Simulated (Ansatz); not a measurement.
The cluster Li5Si, relaxed as a doublet with UKS PBE-D4/def2-TZVP in Ansatz, starting from the GFN2-xTB geometry. Force threshold 0.02 eV/Å.

The structure comes from a short search, and lower isomers may exist.

Start:

Cartesian coordinates in Å:
```
Li -1.029 2.004 1.155
Li 0.430 -0.126 -3.821
Li 0.758 -1.915 1.380
Li 0.146 -0.058 -1.487
Li -1.197 -0.384 2.146
Si 0.891 0.479 0.626
```

Q: Estimate the energy that the relaxation releases and the steps that it takes.

A: 201.1 kJ/mol, in 18 steps; 16 s on 4 threads of Intel Xeon 6975P-C on a shared host. No frequencies were taken in this run, so the end may be a saddle point.

Q: Does the start keep its bonding?

A: Bonds lost: Li1–Li5, Li3–Li5 (atoms count from 1). Bonds formed: Li1–Li4, Li2–Si6, Li3–Li4, Li4–Li5 (atoms count from 1). Metal–metal contacts that move far: Li2–Li4 2.35 to 3.07 Å.

Q: Predict the relaxed structure.

A: 
```
atom   x (Å)   y (Å)   z (Å)
 Li1  -0.743   2.249  -0.005
 Li2   1.198   0.403  -2.003
 Li3   1.141  -2.062   0.228
 Li4  -1.398  -0.653  -0.761
 Li5  -0.803  -0.220   2.214
 Si6   0.605   0.282   0.327
```
Bond lengths (bridged metal pairs left out): 5 × Li–Si 2.41 to 2.46 Å; 4 × Li–Li 3.06 to 3.07 Å.
